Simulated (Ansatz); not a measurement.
Method: Ansatz (an electronic-structure program) with CAM-B3LYP-D3(BJ)/def2-TZVP. No frequencies were computed at this level.

Ansatz 0.2 input:
```yaml
crystal:
  periodic: [false, false, false]
  atoms:
    - { symbol: I, position_ang: [1.845656, -0.762478, 0.015907] }
    - { symbol: B, position_ang: [-0.004319, 0.210275, -0.004189] }
    - { symbol: I, position_ang: [-1.818346, -0.825849, 0.011047] }
    - { symbol: H, position_ang: [-0.022991, 1.378052, -0.022763] }
basis:
  gaussian: { orbitals: def2-tzvp }
hamiltonian:
  xc: cam_b3lyp
  dispersion: d3bj
relax:
  max_steps: 150
```

Output:

```
Functional definition: CAM-B3LYP
1035 factors; their error is unknown
263 factors; integrals over basis functions are off by at most 5.9e-6 eV
mean field evaluation 1: about -16894.8347 eV, gradient 9.4e0 eV
mean field evaluation 2: about -16894.9832 eV, gradient 8.1e0 eV
mean field evaluation 4: about -16895.1149 eV, gradient 4.0e-1 eV
mean field evaluation 8: about -16895.5276 eV, gradient 7.5e-1 eV
mean field evaluation 16: about -16895.5280 eV, gradient 3.3e-5 eV
mean field -16895.52796782 eV, -620.8992006174 hartree, gradient 3.3e-5 eV, S^2 0.000000; 0 other end points of the search recorded, 0 dependent functions left out
reference -16895.52807091 eV, -620.8992044059 hartree; 28, 28 occupied and 109, 109 virtual orbitals, 1035 factors
relax step   1: F+E_penalty+E_count = -16895.64973244 eV  Δ(F+E_penalty+E_count) = +0.000e0 eV  max|allowed force component| = 3.024e-1 eV/Å  Δτ_max = 0.0000 Å  (28 SCF iters, accepted)
these checks for a lower state are left out or cut short: starts, cluster_reference, orbital_swaps, neighbouring_geometries, increment
1035 factors; their error is unknown
263 factors; integrals over basis functions are off by at most 6.0e-6 eV
mean field -16895.53222677 eV, -620.8993571307 hartree, gradient 1.1e-5 eV, S^2 0.000000; 0 other end points of the search recorded, 0 dependent functions left out
reference -16895.53233016 eV, -620.8993609302 hartree; 28, 28 occupied and 109, 109 virtual orbitals, 1035 factors
relax step   2: F+E_penalty+E_count = -16895.65336242 eV  Δ(F+E_penalty+E_count) = -3.630e-3 eV  max|allowed force component| = 9.822e-2 eV/Å  Δτ_max = 0.0222 Å  (34 SCF iters, accepted)
these checks for a lower state are left out or cut short: starts, cluster_reference, orbital_swaps, neighbouring_geometries, increment
1035 factors; their error is unknown
263 factors; integrals over basis functions are off by at most 6.0e-6 eV
mean field -16895.53202349 eV, -620.8993496602 hartree, gradient 2.6e-5 eV, S^2 0.000000; 0 other end points of the search recorded, 0 dependent functions left out
reference -16895.53212671 eV, -620.8993534537 hartree; 28, 28 occupied and 109, 109 virtual orbitals, 1035 factors
relax step   3: F+E_penalty+E_count = -16895.65336981 eV  Δ(F+E_penalty+E_count) = -7.387e-6 eV  max|allowed force component| = 1.553e-1 eV/Å  Δτ_max = 0.0082 Å  (34 SCF iters, accepted)
these checks for a lower state are left out or cut short: starts, cluster_reference, orbital_swaps, neighbouring_geometries, increment
1035 factors; their error is unknown
263 factors; integrals over basis functions are off by at most 6.0e-6 eV
mean field evaluation 32: about -16895.1181 eV, gradient 1.0e0 eV
mean field -16895.53254752 eV, -620.8993689179 hartree, gradient 1.0e-5 eV, S^2 0.000000; 0 other end points of the search recorded, 0 dependent functions left out
reference -16895.53265079 eV, -620.8993727133 hartree; 28, 28 occupied and 109, 109 virtual orbitals, 1035 factors
relax step   4: F+E_penalty+E_count = -16895.65393565 eV  Δ(F+E_penalty+E_count) = -5.658e-4 eV  max|allowed force component| = 2.490e-2 eV/Å  Δτ_max = 0.0102 Å  (35 SCF iters, accepted)
these checks for a lower state are left out or cut short: starts, cluster_reference, orbital_swaps, neighbouring_geometries, increment
1035 factors; their error is unknown
263 factors; integrals over basis functions are off by at most 6.0e-6 eV
mean field -16895.53266746 eV, -620.8993733260 hartree, gradient 2.7e-5 eV, S^2 0.000000; 0 other end points of the search recorded, 0 dependent functions left out
reference -16895.53277074 eV, -620.8993771213 hartree; 28, 28 occupied and 109, 109 virtual orbitals, 1035 factors
relax step   5: F+E_penalty+E_count = -16895.65402094 eV  Δ(F+E_penalty+E_count) = -8.529e-5 eV  max|allowed force component| = 2.219e-3 eV/Å  Δτ_max = 0.0032 Å  (34 SCF iters, accepted)
1035 factors; their error is unknown
263 factors; integrals over basis functions are off by at most 6.0e-6 eV
mean field evaluation 64: about -16895.5327 eV, gradient 1.8e-3 eV
mean field -16895.53266746 eV, -620.8993733260 hartree, gradient 2.7e-5 eV, S^2 0.000000; 1 other end points of the search recorded, 0 dependent functions left out
reference -16895.53277074 eV, -620.8993771213 hartree; 28, 28 occupied and 109, 109 virtual orbitals, 1035 factors
Total energy: -16895.65412421 eV, -620.9038367792 hartree
Atom 0 at     1.859426    -0.764465     0.015871 Å, force     0.000396     0.000470    -0.000267 eV/Å
Atom 1 at    -0.003545     0.206533    -0.003596 Å, force    -0.000101     0.001212     0.000942 eV/Å
Atom 2 at    -1.832097    -0.827923     0.010967 Å, force    -0.000303     0.000537    -0.000270 eV/Å
Atom 3 at    -0.023784     1.385854    -0.023240 Å, force     0.000009    -0.002219    -0.000405 eV/Å
Dipole moment:    -0.000744     0.043699    -0.000745 e Å
```

Cost: about 50 core-seconds (a rough figure).
